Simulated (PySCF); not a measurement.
# Ions at one geometry of [Tl(NH3)3]3+

PySCF 2.14.0, RKS PBE0, Tl def2-SVP with ECP60, N def2-SVP, H def2-SVP; non-relativistic Hamiltonian with scalar-relativistic core potentials where named; density fitting; no spin-orbit coupling; singlets restricted, open shells unrestricted. The geometry is relaxed for charge +3, singlet, vacuum:

```xyz
13

Tl    0.0000    0.0000    0.0000
N     2.2631    0.0015    0.0000
H     2.6470   -0.4806    0.8343
H     2.6470   -0.4806   -0.8343
H     2.6524    0.9618    0.0000
N    -1.1329    1.9591    0.0000
H    -0.9073    2.5327    0.8343
H    -0.9073    2.5327   -0.8343
H    -2.1591    1.8161    0.0000
N    -1.1302   -1.9607    0.0000
H    -1.7397   -2.0521    0.8343
H    -1.7397   -2.0521   -0.8343
H    -0.4932   -2.7779    0.0000
```

Energies count from the relaxed state; an electron taken off or put on is at rest in vacuum. Charges and spins are Mulliken's.

```csv
state,energy (eV),spin squared,charge on Tl1 (e),spin on Tl1 (e),dipole about the centre of mass (D)
"charge +3, singlet, vacuum",0.00,0.00,1.12,0.00,0.00
"charge +4, doublet, vacuum",27.42,0.86,1.25,0.04,2.15
```

Q: What does the state charge +2, doublet, vacuum give?

A: energy (eV) -16.63, spin squared 0.75, charge on Tl1 (e) 0.73, spin on Tl1 (e) 0.45, dipole about the centre of mass (D) 0.00.

With an electron taken off (doublet) the charges change, summed by element, by Tl +0.14 e, N +0.39 e, H +0.47 e. The vertical ionisation energy is 27.42 eV, against −ε(HOMO) = 25.42 eV of the relaxed state. The level lies 2.0 eV too high, as is usual for semilocal functionals and global hybrids, which keep a self-interaction error.

With an electron put on (doublet) the charges change, summed by element, by Tl -0.39 e, N -0.12 e, H -0.50 e. The vertical electron affinity is 16.63 eV, against −ε(LUMO) = 18.73 eV of the relaxed state.

Open shells may have lower solutions than those found.

A frequency check found unstable modes (3, the lowest at -44 cm⁻¹), so the relaxed geometry is probably a saddle point.
